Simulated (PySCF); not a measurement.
cis-NiI2(NH3)2 (triplet state).
Bonds: Ni1–I2, Ni1–I3, Ni1–N4, Ni1–N8. Hydrogens: H5, H6, H7 on N4; H9, H10, H11 on N8.

Method: PySCF, PBE0-D3(BJ)/def2-SVP geometry optimisation, gas phase, def2 core potentials past Kr.

List the bond lengths and angles at this level.

```json
{"bond": "Ni1–I2, Ni1–I3", "length (Å)": "2.562"}
{"bond": "Ni1–N4, Ni1–N8", "length (Å)": "2.150"}
{"bond": "N4–H5 and 5 like bonds", "length (Å)": "1.022"}
```

Bonds in one row agree within 0.01 Å and their mean is given. A selection of angles:
```json
{"angle": "I2–Ni1–I3", "degrees": "101.4"}
{"angle": "I2–Ni1–N4", "degrees": "171.0"}
{"angle": "I2–Ni1–N8", "degrees": "87.5"}
{"angle": "N4–Ni1–N8", "degrees": "83.6"}
{"angle": "Ni1–N4–H5", "degrees": "115.0"}
{"angle": "Ni1–N4–H6", "degrees": "117.6"}
{"angle": "Ni1–N4–H7", "degrees": "101.9"}
{"angle": "H5–N4–H6", "degrees": "107.3"}
```

N4 (nitrogen bonded to Ni and 3 H) is distorted tetrahedral (angles from 101.9° to 117.6°). The 5 heavy atoms lie in one plane (0.001 Å rms). Ni1 (nickel bonded to 2 I and 2 N) has angles from 83.6° to 171.1°.

Point group: C2 (every atom within 0.08 Å of its image). PBE0-D3(BJ)/def2-SVP frequencies: not computed here. ⟨S²⟩ = 2.007 (exact for a triplet: 2.00).

Neither the SCF state along the optimisation nor the shape of the open-shell metal species was proved the lowest: other solutions of the same spin, or a structure of lower symmetry, can lie below.
